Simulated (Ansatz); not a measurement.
Program: Ansatz. Geometries: PBE0-D4/def2-TZVP. ΔE: electronic, gas phase. CCSD(T)/CBS adds triple-zeta CCSD(T) − MP2 to the extrapolated MP2 energy (def2 sets, frozen cores). DFT in def2-TZVPP. For Ga outer-core shells are correlated without core-valence functions, which leaves a few kJ/mol of doubt a bond. Scalar relativity is left out up to krypton. One conformer a species, not always the lowest.

Reaction (redistribution): `[BH2][GaH][CH2][SiH2]F` + `FCC[SiH3]` → `[BH2][GaH][CH2]CF` + `F[SiH2]C[SiH3]`

Problem. Is it downhill or uphill in electronic energy at CCSD(T)/CBS, and by how much? (An estimate is asked.)

Solution. Computed: Nearly level: ΔE = -0.1 kcal/mol.

Problem. What do these levels give: ωB97X-V, PBE0, MP2/def2-TZVPP, SCS-MP2/def2-TZVPP, CCSD(T)/def2-TZVPP, MP2/CBS(def2)? (Estimate.)

Solution. The calculation gave: ωB97X-V 0.0, PBE0 0.5, MP2/def2-TZVPP -0.4, SCS-MP2/def2-TZVPP -1.0, CCSD(T)/def2-TZVPP -0.5, MP2/CBS(def2) 0.1 kcal/mol.

Largest T1 diagnostic among the species: 0.013.

In def2-TZVPP, CCSD(T) changes the Hartree–Fock value by +2.5 kcal/mol (the triples alone add +0.4 kcal/mol) and MP2 by +2.6 kcal/mol. The D4 term adds +0.9 kcal/mol with B3LYP and +0.4 kcal/mol with PBE0; it sums over pairs of atoms, weighted by their polarisabilities, and B3LYP, whose exchange is more repulsive, gets the larger term.

B3LYP here is the variant with VWN-RPA as its local correlation; programs differ in this.
